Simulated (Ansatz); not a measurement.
C$_{3}$H$_{5}$BrSi, SMILES `C=C1[SiH2]C1Br`, relaxed with RKS PBE-D4/def2-SVP in Ansatz 0.2.0 from a rough embedded geometry. The force threshold is 0.03 eV/Å; the program also tests the step.

Charge 0, multiplicity 1.

Start:

```xyz
10

C     0.871   -1.438   -0.316
C     0.183   -0.369   -0.074
Si   -0.201    0.516    1.326
C    -0.632    0.384   -0.945
Br    0.241    2.110   -1.553
H     1.481   -1.998    0.413
H     1.007   -1.820   -1.363
H    -1.651    0.352    1.807
H     0.355    1.831    1.567
H    -1.654    0.431   -0.862
```

| step | energy (eV) | largest force (eV/Å) | largest move (Å) |
| --- | --- | --- | --- |
| 1 | -81080.4974 | 4.557 | 0.000 |
| 2 | -81081.3014 | 2.048 | 0.196 |
| 3 | -81081.5976 | 1.416 | 0.195 |
| 4 | -81082.0170 | 1.061 | 0.200 |
| 5 | -81082.1912 | 1.448 | 0.197 |
| 6 | -81082.2983 | 0.508 | 0.200 |
| 7 | -81082.3273 | 0.428 | 0.147 |
| 8 | -81082.3410 | 0.208 | 0.059 |
| 9 | -81082.3415 | 0.339 | 0.055 |
| 10 | -81082.3454 | 0.084 | 0.025 |
| 11 | -81082.3458 | 0.042 | 0.008 |
| 12 | -81082.3459 | 0.011 | 0.006 |

End:

```xyz
10

C     0.976   -1.443   -0.400
C     0.114   -0.493   -0.012
Si   -0.495    0.724    1.248
C    -0.645    0.623   -0.646
Br    0.226    1.776   -1.960
H     1.480   -2.098    0.330
H     1.219   -1.588   -1.469
H    -1.729    0.490    2.062
H     0.512    1.641    1.863
H    -1.657    0.368   -1.017
```

Hardware: 4 threads of an Arm Neoverse V2 on a shared host. Wall time 18 s, peak host memory 0.18 GiB.
